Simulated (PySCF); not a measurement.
Structure problem from calculated spectra and properties.

Elements present: C, H, O, P and S. Monoisotopic mass: 160.0112 u.

| Property | Result |
| --- | --- |
| Valence photoelectron | vertical ionisation energy: 9.05 eV [ΔSCF wB97X-D/def2-SVPD] |
| 1H NMR | chemical shifts (computed TMS as zero) by class: 7.74 (1 H), 7.24 (1 H), 7.04 (1 H), 1.45 (6 H) ppm [GIAO KT2/pcSseg-1] |
| Polarisability | 112.1 au [wB97X-D/def2-SVPD] |
| NMR, other nuclei | isotropic shieldings of nuclei other than C and H, by class: 213 (1 O), 333 (1 P), 305 (1 S) ppm [GIAO KT2/pcSseg-1] |
| 13C NMR | chemical shifts (computed TMS as zero) by class: 132.7 (1 C), 131.4 (1 C), 127.2 (1 C), 122.2 (1 C), 23.2 (2 C) ppm [GIAO KT2/pcSseg-1] |
| Rotational structure | rotational constants A, B, C: 2.224, 0.863, 0.749 GHz [PBE0-D3(BJ)/def2-SVP] |
| UV, first state | lowest singlet excitation: 5.58 eV (222 nm, f = 0.159) [TDDFT wB97X-D/def2-SVPD] |

Electronic properties: PySCF, gas phase, density fitting. Levels stand in brackets. The structure is a single PBE0-D3(BJ)/def2-SVP conformer in the gas phase; no vibrational or solvent corrections. NMR values are class means; diastereotopic atoms form classes of their own.

Problem. Which formula fits the mass and the elements?

Solution. C6H9OPS (calculated 160.0112). No other formula that holds each of these elements comes within 0.0003 u with a fitting electron parity and a possible valence count.

Problem. Propose a structure and show how it fits.

Solution. Numbering: `[CH3:1][P:2]([CH3:3])(=[O:4])[c:5]1[cH:6][cH:7][cH:8][s:9]1`. 6 carbons fall into 5 classes; from least to most shielded: substituted aromatic carbon [C5] (132.7 ppm), aromatic CH carbon [C6] (131.4 ppm), aromatic CH next to a ring sulfur [C8] (127.2 ppm), aromatic CH carbon [C7] (122.2 ppm), chain sp3 carbon bound to phosphorus [C1/C3] (23.2 ppm, 2 C). Hydrogen classes from least to most shielded: 1 H on an aromatic CH carbon, C6 (7.74 ppm), 1 H on an aromatic CH next to a ring sulfur, C8 (7.24 ppm), 1 H on an aromatic CH carbon, C7 (7.04 ppm), 6 H on 2 like atoms (sp3 carbon bound to phosphorus), C1/C3 (1.45 ppm). The other shieldings belong to: 213 ppm, phosphoryl oxygen [O4]; 333 ppm, phosphoryl phosphorus [P2]; 305 ppm, thiophene-type sulfur [S9]. The first electron is taken from the HOMO, whose largest Löwdin shares are 0.28 on the substituted aromatic carbon, 0.27 on the aromatic CH next to a ring sulfur, 0.15 on an aromatic CH carbon and 0.13 on an aromatic CH carbon. By its constants the optimised geometry is an asymmetric top. Structure: dimethyl(thiophen-2-yl)phosphine oxide, `CP(C)(=O)c1cccs1`. The assignments are read from this structure; whether some other isomer fits the data as well wasn't checked.

Conformer computed: `[CH3:1][P:2]([CH3:3])(=[O:4])[c:5]1[cH:6][cH:7][cH:8][s:9]1`: C1–P2–C5–C6 -127°.
